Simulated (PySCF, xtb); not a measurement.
TlI, SMILES [I][Tl].

Harmonic wavenumbers (cm⁻¹) from GFN2-xTB in xtb 6.7.1 at its own minimum, in rising order: 144.

Q: What does B3LYP-D3(BJ)/def2-TZVP (PySCF 2.14.0) give at its own minimum? (The exact figures need the calculation; the answer reports its results.)

A: 142. Paired by order, the mean absolute difference is 2 cm⁻¹ and the zero-point energies are 0.2 and 0.2 kcal/mol.
